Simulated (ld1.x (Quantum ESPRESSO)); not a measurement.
## O: excitation energies, all-electron against RRKJ

ld1.x (Quantum ESPRESSO) 7.5 input, shortened:

```
&input
   title='O', zed=8., rel=1, dft='PW91', iswitch=3,
   config='[He] 2s1.75 2p4.25 3d-2'
 /
 &inputp
   pseudotype=2, tm=.false., rho0=0.001, lloc=1,
   nlcc=.true., rcore=0.55
 /
3
2S  1  0   1.75   0.00  0.65  0.65  0.0
3D  3  2  -2.00   0.35  1.50  1.50  0.0
2P  2  1   4.25   0.00  1.70  1.70  0.0
 &test
   configts(1)='2s1.75 2p4.25'
 /
```

Energies are relative to the spin-unpolarised reference configuration 2s1.75 2p4.25; without spin polarisation the order of configurations can differ from experiment.

Question: Give the all-electron excitation energy and the error of the potential for: 2s2 2p4; 2s2 2p3; 2s2 2p2; 2s0 2p6; 2s2 2p3.5; 2s1 2p4; 2s2 2p1.

Answer:

```csv
valence configuration,charge,ΔE all-electron (eV),error AE − PS (meV)
2s2 2p4,0,-3.725,+0.2
2s2 2p3,+1,12.798,+22
2s2 2p2,+2,46.500,+223
2s0 2p6,0,26.143,+16
2s2 2p3.5,+0.5,2.604,+6.5
2s1 2p4,+1,27.986,-85
2s2 2p1,+3,100.504,+1085
```

Levels in the configuration 2s2 2p1:

```json
{"level": "2s", "all-electron (eV)": "-79.585", "pseudo (eV)": "-79.121"}
{"level": "2p", "all-electron (eV)": "-65.100", "pseudo (eV)": "-63.665"}
```
